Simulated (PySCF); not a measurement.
Job for PySCF: R-HF/STO-3G on H3NSeTe (SMILES N[Te][SeH]), a point of a torsion scan.

```python
from pyscf import gto, scf, dft, mp
from pyscf.data.elements import chemcore

mol = gto.M(
    atom='''
    N    -1.15983727    0.23081265   -0.11072784
    Te    0.06106236   -0.90065243    1.07534812
    Se    2.05801333   -0.53912741   -0.37858690
    H    -1.86610178   -0.32120983   -0.57769795
    H    -1.63550448    0.94205726    0.42624634
    H     2.13093450    0.89805781   -0.27773971
    ''',
    basis='sto-3g',
    charge=0, spin=0, verbose=3, max_memory=1800)
mf = scf.RHF(mol)
mf.conv_tol = 1e-8
mf.max_cycle = 100
mf.kernel()
if not mf.converged:
    mf = mf.newton().run(mf.mo_coeff, mf.mo_occ)
```

It printed:

```
converged SCF energy = -8976.17145180267
```

Self-consistency was reached.

Cost: around 0.5 core-seconds (rough).
